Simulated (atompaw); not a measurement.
## Varying the PAW (atompaw) potential for As (Z = 33)

Base potential:

atompaw 4.2.0.5 input, output lines left out:

```
As 33
GGA-PBESOL scalarrelativistic loggrid 1500 logderivrange -5 5 251
4 4 3 0 0 0
4 1 3
0 0 0
c
c
c
v
c
c
v
v
2
1.80 1.35 1.30 1.65
y
-0.3
n
y
0.25
n
y
2.05
n
custom rrkj vanderbiltortho sinc
3 0 troulliermartins
1.80
1.80
1.80
1.80
1.05
1.05
```

All-electron outer shells of the reference configuration (PBEsol, scalar-relativistic, ld1.x):

```json
{"shell": "3s", "level (eV)": "-189.91", "outermost node (bohr)": "0.25", "outermost maximum (bohr)": "0.52"}
{"shell": "3p", "level (eV)": "-133.47", "outermost node (bohr)": "0.22", "outermost maximum (bohr)": "0.52"}
{"shell": "3d", "level (eV)": "-40.64", "outermost node (bohr)": "–", "outermost maximum (bohr)": "0.47"}
{"shell": "4s", "level (eV)": "-14.50", "outermost node (bohr)": "0.73", "outermost maximum (bohr)": "1.61"}
{"shell": "4p", "level (eV)": "-5.20", "outermost node (bohr)": "0.78", "outermost maximum (bohr)": "1.97"}
```

Cutoffs, loose and tight: the cutoffs (Ry, on a coarse ladder) from which the occupation-weighted sum of valence levels, in a spherical-Bessel basis at the reference potential, stays within 10 and 1 mRy of its value at 400 Ry. They see the waves, projectors and local potential, not the compensation charge or the core. A dash means not determined.

A true bound ghost makes a file unfit for plane-wave use even where its test errors are small: the radial tests pick states by their node count and pass the ghost by.

| change | outcome | cutoff, loose | cutoff, tight | bound ghosts |
| --- | --- | --- | --- | --- |
| base | generated | 140 Ry | 230 Ry | s |
| all radii scaled by about 0.76 (s 1.36, p 1.36, d 0.80 bohr); local potential troulliermartins scheme with l = 3 at 0 Ry, radius 0.98 bohr; augmentation sinc compensation charge, radius 1.02 bohr; PAW radius 1.36 bohr; waves and projectors: custom rrkj vanderbiltortho; core correction smooth core density matched at 1.24 bohr | generated | 260 Ry | over 300 Ry | s, p |
| all radii scaled by about 0.82 (s 1.48, p 1.48, d 0.86 bohr); local potential troulliermartins scheme with l = 3 at 0 Ry, radius 1.08 bohr; augmentation sinc compensation charge, radius 1.12 bohr; PAW radius 1.48 bohr; waves and projectors: custom rrkj vanderbiltortho; core correction smooth core density matched at 1.36 bohr | generated | 230 Ry | over 300 Ry | s, p |
| all radii scaled by about 0.90 (s 1.62, p 1.62, d 0.94 bohr); local potential troulliermartins scheme with l = 3 at 0 Ry, radius 1.16 bohr; augmentation sinc compensation charge, radius 1.20 bohr; PAW radius 1.62 bohr; waves and projectors: custom rrkj vanderbiltortho; core correction smooth core density matched at 1.48 bohr | generated | 180 Ry | 300 Ry | s |
| all radii scaled by about 0.95 (s 1.72, p 1.72, d 1.00 bohr); local potential troulliermartins scheme with l = 3 at 0 Ry, radius 1.24 bohr; augmentation sinc compensation charge, radius 1.30 bohr; PAW radius 1.72 bohr; waves and projectors: custom rrkj vanderbiltortho; core correction smooth core density matched at 1.58 bohr | generated | 160 Ry | 260 Ry | s |
| all radii scaled by about 1.03 (s 1.86, p 1.86, d 1.08 bohr); local potential troulliermartins scheme with l = 3 at 0 Ry, radius 1.34 bohr; augmentation sinc compensation charge, radius 1.40 bohr; PAW radius 1.86 bohr; waves and projectors: custom rrkj vanderbiltortho; core correction smooth core density matched at 1.72 bohr | generated | 140 Ry | 230 Ry | s |
| all radii scaled by about 1.18 (s 2.12, p 2.12, d 1.24 bohr); local potential troulliermartins scheme with l = 3 at 0 Ry, radius 1.52 bohr; augmentation sinc compensation charge, radius 1.58 bohr; PAW radius 2.12 bohr; waves and projectors: custom rrkj vanderbiltortho; core correction smooth core density matched at 1.94 bohr | generated | 90 Ry | 160 Ry | none |
| all radii scaled by about 1.21 (s 2.18, p 2.18, d 1.28 bohr); local potential troulliermartins scheme with l = 3 at 0 Ry, radius 1.58 bohr; augmentation sinc compensation charge, radius 1.64 bohr; PAW radius 2.18 bohr; waves and projectors: custom rrkj vanderbiltortho; core correction smooth core density matched at 2.00 bohr | generated | 90 Ry | 140 Ry | none |
| all radii scaled by about 1.27 (s 2.28, p 2.28, d 1.34 bohr); local potential troulliermartins scheme with l = 3 at 0 Ry, radius 1.64 bohr; augmentation sinc compensation charge, radius 1.72 bohr; PAW radius 2.28 bohr; waves and projectors: custom rrkj vanderbiltortho; core correction smooth core density matched at 2.10 bohr | generated | 70 Ry | 120 Ry | none |

Problem. What comes out with this change to the base: all radii scaled by about 1.10 (s 1.98, p 1.98, d 1.14 bohr); local potential troulliermartins scheme with l = 3 at 0 Ry, radius 1.42 bohr; augmentation sinc compensation charge, radius 1.48 bohr; PAW radius 1.98 bohr; waves and projectors: custom rrkj vanderbiltortho; core correction smooth core density matched at 1.80 bohr?

Solution. outcome: generated; cutoff, loose: 110 Ry; cutoff, tight: 200 Ry; bound ghosts: s.

Reading the sweep of the scale of all radii (base = 1) (base included, trends over the rows without a ghost): Bound ghosts are found at 0.76, 0.82, 0.9, 0.95, 1, 1.03, 1.1.
